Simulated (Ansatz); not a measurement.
Mulliken charges of `N=C1OB1F` from B3LYP/def2-TZVPP in Ansatz (PBE0-D4/def2-TZVP geometry).

```csv
atom,x (Å),y (Å),z (Å),charge (e)
N1,-0.440,0.292,1.502,-0.148
C2,-0.119,0.074,0.332,0.176
O3,-0.846,0.524,-0.872,-0.201
B4,0.270,-0.191,-1.077,0.225
F5,0.956,-0.639,-2.084,-0.227
H6,0.221,-0.123,2.153,0.175
```

Task: By hand: the dipole of these point charges (1 e Å = 4.8032 D).

Result: Σ q r = (0.097, -0.055, 0.619) e Å, of length 0.629 e Å = 3.02 D.

Task: How does the dipole of the full density compare? (Estimate.)

Result: Ansatz gave: (0.406, -0.259, 0.051) e Å, 2.33 D; the point charges give 1.30 times that, at 74° from its direction.

Point charges leave out the atoms' own dipoles, such as those of lone pairs, and Mulliken's split depends on the basis, so the two needn't agree.

B3LYP here is the variant with VWN-RPA as its local correlation; programs differ in this.
